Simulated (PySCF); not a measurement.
**Dipole response of Xe+ (xenon, charge +1)**

[Kr] 4d10 5s2 5p4 5d1, one real determinant (an excited configuration). Calculation: PySCF 2.14, in aug-cc-pVQZ-PP with one added diffuse shell each of s, p, d, f, g type with ECP28MDF (8s8p6d4f3g, 117 functions); a scalar-relativistic core potential. Coupled (time-dependent) response in atomic units; α is the mean over directions.

```json
{"method": "UHF", "mean α (bohr³)": "55.10", "α xx, yy, zz": "70.20, 24.88, 70.20", "C₆ (like pair)": "443.5", "S(−4)": "4244"}
{"method": "PBE", "mean α (bohr³)": "62.96", "α xx, yy, zz": "81.20, 26.47, 81.20", "C₆ (like pair)": "491.9", "S(−4)": "6795"}
```

S(−4) is the Cauchy moment in α(ω) = α(0) + S(−4) ω² + …

Spin-orbit coupling is absent.

α(iu) at PBE:

```tsv
u (hartree)	α(iu) (bohr³)
0	62.96
0.0500	51.27
0.100	38.13
0.200	25.52
0.300	19.18
0.500	12.29
0.750	7.895
1.00	5.484
1.50	3.121
2.00	2.055
3.00	1.128
5.00	0.5132
```

A single London oscillator, α(iu) = α/(1 + u²/ω²), gives C₆ = (3/4) ω α². Matching the computed C₆ needs ω = 4 × 491.9 / (3 × 62.96²) = 0.165 hartree.

For an ion, C₆ is the dispersion term alone; charge-induced terms of lower order in 1/R come first.

The components differ because the open shell of this determinant is not spherical; for a pure term their mean is the scalar polarisability.

⟨L²⟩ = 8.11 against 12 for a pure F term, so this real determinant mixes terms. Energies and moments cover only the electrons outside the core potential. The outer electron is Rydberg-like, and this basis confines it to a smaller radius and binds it less than a complete one would.
